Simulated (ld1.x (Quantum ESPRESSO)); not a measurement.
## Reading a pseudo-wave (ruthenium (Ru))

Columns: radius, all-electron u(r) and pseudo u(r) of the 4p shell (level -47.24 eV) of ruthenium in the configuration [Ar] 3d10 4s2 4p6 4d7 5s0.5 5p0.5; PBEsol, scalar-relativistic, PAW scheme, ld1.x (Quantum ESPRESSO) 7.5.

| r (bohr) | all-electron | pseudo |
| --- | --- | --- |
| 0.148 | 0.0216 | 0.0260 |
| 0.295 | -0.5715 | 0.0993 |
| 0.443 | -0.1906 | 0.2093 |
| 0.590 | 0.4133 | 0.3376 |
| 0.738 | 0.8446 | 0.4665 |
| 0.885 | 1.0415 | 0.5759 |
| 1.033 | 1.0651 | 0.6526 |
| 1.180 | 0.9881 | 0.6872 |
| 1.328 | 0.8643 | 0.6789 |
| 1.475 | 0.7295 | 0.6332 |
| 1.623 | 0.6000 | 0.5602 |
| 1.770 | 0.4857 | 0.4740 |
| 1.918 | 0.3878 | 0.3861 |
| 2.065 | 0.3074 | 0.3074 |
| 2.213 | 0.2416 | 0.2416 |
| 2.360 | 0.1892 | 0.1892 |
| 2.508 | 0.1473 | 0.1473 |
| 2.655 | 0.1145 | 0.1145 |
| 2.802 | 0.0888 | 0.0888 |
| 2.950 | 0.0686 | 0.0686 |
| 3.098 | 0.0529 | 0.0529 |
| 3.245 | 0.0408 | 0.0408 |
| 3.393 | 0.0314 | 0.0314 |
| 3.540 | 0.0241 | 0.0241 |
| 3.688 | 0.0185 | 0.0185 |
| 3.835 | 0.0142 | 0.0142 |

Problem. How many radial nodes do the two functions have?

Solution. The all-electron 4p function has n − l − 1 = 2; the pseudo-wave has 0, since the states of the same l below it are removed with the core.

Problem. At about which radius was the pseudo-wave matched?

Solution. 2.20 bohr, where the columns begin to agree (steps of 0.15 bohr).

Problem. Where does each function peak?

Solution. Outermost all-electron maximum near 1.03 bohr, pseudo maximum near 1.18 bohr (to the table’s step).

Problem. Is the pseudo-wave norm-conserving?

Solution. No, it belongs to a PAW set: the norm inside the radius is not constrained, and the difference is carried by the augmentation charge.
